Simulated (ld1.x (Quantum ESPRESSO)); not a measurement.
# Before and after: RRKJ potential for W (Z = 74)

ld1.x (Quantum ESPRESSO) 7.5 input, shortened:

```
&input
   title='W', zed=74., rel=1, dft='WC', iswitch=3,
   config='[Xe] 4f14 5d4 6s0.5 6p0'
 /
 &inputp
   pseudotype=2, tm=.false., rho0=0.02, lloc=0,
   nlcc=.true., rcore=1.20
 /
3
6P  2  1   0.00   0.00  2.65  2.65  0.0
5D  3  2   4.00   0.00  2.10  2.10  0.0
6S  1  0   0.50   0.00  2.75  2.75  0.0
 &test
   configts(1)='5d4 6s0.5 6p0'
 /
```

All-electron outer shells of the reference configuration (Wu–Cohen, scalar-relativistic, ld1.x):

```csv
shell,level (eV),outermost node (bohr),outermost maximum (bohr)
4f,-44.90,–,0.43
5d,-15.75,0.63,1.49
6s,-15.68,1.27,2.51
6p,-9.74,1.52,3.18
```

Change: all radii but the core radius scaled by about 0.91 (s 2.50, p 2.42, d 1.92 bohr).

Cutoffs: the cutoffs (Ry, on a coarse ladder) from which the occupation-weighted sum of valence levels, in a spherical-Bessel basis at the reference potential, stays within 10 and 1 mRy of its value at 400 Ry; they do not see the model core or the augmentation charge, which bear on the density cutoff. Errors are all-electron minus pseudo energies relative to the spin-unpolarised reference configuration.

What does the change do?

The potential gets neither clearly harder nor softer (30 Ry and 35 Ry → 30 Ry and 35 Ry); of the 7 tests that both files solve, the error grows in 2 and shrinks in 1 by more than 15 % and 0.3 meV (median size 7.8 → 7.9 meV); neither file shows a bound ghost.

| quantity | base | changed |
| --- | --- | --- |
| cutoff, loose | 30 Ry | 30 Ry |
| cutoff, tight | 35 Ry | 35 Ry |
| bound ghosts | none | none |
| error for 5d4 6s2 6p0, meV [ΔE -15.92 eV] | -12 | -14 |
| error for 5d4 6s1 6p0, meV [ΔE -6.97 eV] | -0.7 | -0.9 |
| error for 5d4 6s0 6p0, meV [ΔE 8.72 eV] | -7.8 | -7.9 |
| error for 5d5 6s1 6p0, meV [ΔE -14.36 eV] | -41 | -42 |
| error for 5d4 6s1 6p1, meV [ΔE -11.33 eV] | -3.1 | -1.2 |
| error for 5d4 6s1.5 6p0, meV [ΔE -12.26 eV] | -5.3 | -6.1 |
| error for 5d2 6s0 6p0, meV [ΔE 71.36 eV] | -775 | -786 |
